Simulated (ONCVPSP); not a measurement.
## u(r) = r·R(r): atom against pseudo-atom (Zn)

Columns: radius, all-electron u(r) and pseudo u(r) of the 3s shell (level -125.03 eV) of zinc in the configuration [Ne] 3s2 3p6 3d10 4s2; PBE, non-relativistic, ONCV scheme, ONCVPSP 4.0.1.

| r (bohr) | all-electron | pseudo |
| --- | --- | --- |
| 0.062 | 0.0675 | 0.1829 |
| 0.125 | -0.6247 | 0.3666 |
| 0.188 | -0.6553 | 0.5450 |
| 0.250 | -0.2584 | 0.7116 |
| 0.312 | 0.2537 | 0.8637 |
| 0.375 | 0.7148 | 0.9976 |
| 0.438 | 1.0484 | 1.1043 |
| 0.500 | 1.2455 | 1.1777 |
| 0.562 | 1.3332 | 1.2168 |
| 0.625 | 1.3381 | 1.2210 |
| 0.688 | 1.2854 | 1.1916 |
| 0.750 | 1.1992 | 1.1347 |
| 0.812 | 1.0946 | 1.0563 |
| 0.875 | 0.9812 | 0.9621 |
| 0.938 | 0.8681 | 0.8605 |
| 1.000 | 0.7619 | 0.7598 |
| 1.062 | 0.6635 | 0.6632 |
| 1.125 | 0.5727 | 0.5727 |
| 1.188 | 0.4918 | 0.4918 |
| 1.250 | 0.4214 | 0.4214 |
| 1.312 | 0.3598 | 0.3598 |
| 1.375 | 0.3054 | 0.3054 |
| 1.438 | 0.2586 | 0.2586 |
| 1.500 | 0.2190 | 0.2190 |
| 1.562 | 0.1852 | 0.1852 |
| 1.625 | 0.1558 | 0.1558 |

Q: How many radial nodes do the two functions have?

A: The all-electron 3s function has n − l − 1 = 2; the pseudo-wave has 0, since the states of the same l below it are removed with the core.

Q: At about which radius was the pseudo-wave matched?

A: 1.15 bohr. The columns agree to 0.0005 from 1.06 bohr on; several derivatives are matched, so the curves merge somewhat inside the radius.

Q: Is the pseudo-wave norm-conserving?

A: Yes: the ONCV scheme keeps the norm inside the radius equal to the all-electron one, which fixes the energy derivative of the logarithmic derivative at the level.
